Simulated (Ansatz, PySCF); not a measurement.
Input for Ansatz (an electronic-structure program):
Ansatz 0.2 input:
```yaml
crystal:
  periodic: [false, false, false]
  atoms:
    - {symbol: Sn, position_ang: [0.00000000, -0.00000000, 0.00000000]}
    - {symbol: F, position_ang: [-1.72556878, -1.09008013, 0.06681380]}
    - {symbol: F, position_ang: [-0.01020398, 1.88015434, -0.79702064]}
    - {symbol: F, position_ang: [1.73577276, -0.79007422, 0.73020684]}
basis:
  gaussian:
    orbitals: STO-3G
hamiltonian:
  xc: b3lyp
total_charge: 1
accuracy: high
```

### Question
Convert this to an input for PySCF.

### Answer
One answer among several that fit: 
```python
from pyscf import gto, scf, dft

mol = gto.M(
    atom='''
Sn    0.00000000   -0.00000000    0.00000000
F    -1.72556878   -1.09008013    0.06681380
F    -0.01020398    1.88015434   -0.79702064
F     1.73577276   -0.79007422    0.73020684
''',
    basis='sto-3g',
    charge=1,
    verbose=4,
)

mf = dft.RKS(mol)
mf.xc = 'b3lyp'
mf.grids.atom_grid = (99, 590)
mf.grids.prune = None
mf.kernel()
```

Both were run: Ansatz gave -6260.230263 Eh and PySCF -6260.230267 Eh, 0.004 mEh apart.
